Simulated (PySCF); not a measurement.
# NMR data sheet: C₃H₇ClO₂Si

* Formula: C3H7ClO2Si
* SMILES: Cl[SiH]1OCCCO1
* InChI: InChI=1S/C3H7ClO2Si/c4-7-5-2-1-3-6-7/h7H,1-3H2
* Point group of the computed structure: Cs
* Degrees of unsaturation: 1
* Carbon signals: 2
* Proton signals: 5

Bonds (- single, = double, # triple, : aromatic): Cl1-Si2 1.988 Å, Si2-O3 1.626 Å, O3-C4 1.407 Å, C4-C5 1.524 Å, C5-C6 1.524 Å, C6-O7 1.407 Å, O7-Si2 1.626 Å. Si2 carries H8; C4 carries H9, H10; C5 carries H11, H12; C6 carries H13, H14. H9, H12, H14 are cis to Cl1 on the ring; H10, H11, H13 are trans to Cl1 on the ring.

Theory: σ from GIAO-PBE0/pcSseg-1, coordinates at the GFN2-xTB level, in PySCF 2.14 (no solvent, one computed conformer, no relativistic terms, rapidly exchanging positions averaged).

Chemical shifts δ = σref − σ; $^{1}$H and $^{13}$C and $^{29}$Si vs TMS; $^{17}$O against H2O, all at this level.

| carbon | δC, type | δH (multiplicity) | HMBC from (2–3 bonds) | span of the C tensor (ppm) |
| --- | --- | --- | --- | --- |
| C4/C6 | 68.8, CH2 | H9 4.47 (m); H10 4.56 (m) | H8, H10/H13, H9/H14, H11, H12 | 58 |
| C5 | 35.3, CH2 | H11 2.04 (m); H12 1.41 (m) | H10/H13, H9/H14 | 17 |

Other nuclei:
| atoms | nucleus | environment | δ (ppm) | σ (ppm) |
| --- | --- | --- | --- | --- |
| H8 | $^{1}$H | hydrogen on a silicon bonded to Cl, 2 O, in a 6-membered ring | 5.09 | 26.62 |
| Si2 | $^{29}$Si | silicon bonded to Cl, 2 O, H, in a 6-membered ring | -39.7 | 388.9 |
| O3/O7 | $^{17}$O | oxygen bonded to C, Si, in a 6-membered ring | 63.1 | 273.0 |

1. Carbon types of the structure: 3 × CH2, leaving 1 H on heteroatoms.
2. δC 68.8: sp3 CH2 bonded to O; the inductive effect lowers its shielding.
3. δC 35.3: sp3 CH2 in a ring; a saturated carbon with 2 carbon neighbours and no heteroatom attached.
4. δH 5.09: hydrogen on a silicon bonded to Cl, 2 O, in a 6-membered ring.
5. δH 4.56, 4.47: hydrogen on an sp3 CH2 bonded to O; its carbon carries O, an electronegative neighbour.
6. δH 2.04, 1.41: hydrogen on an sp3 CH2 in a ring.

Shifts are as computed. Against solution values, carbons near 30 ppm lie about +3 ppm off and those near 130 ppm about +5 ppm. Of 1211 compounds with measured shifts, 218 miss one by over three times the rms of a fit or turn the order of signals round; such compounds aren't used in these exercises. Experimental scales use liquid or dissolved standards, which lie at an offset from isolated H2O (liquid H2O: subtract about 36 ppm). No couplings were computed; multiplicities are counted from neighbouring protons, with m where these are inequivalent, close in shift, in a saturated or five-membered ring or joined by F or P, and br s for small geminal =CH2 splittings.
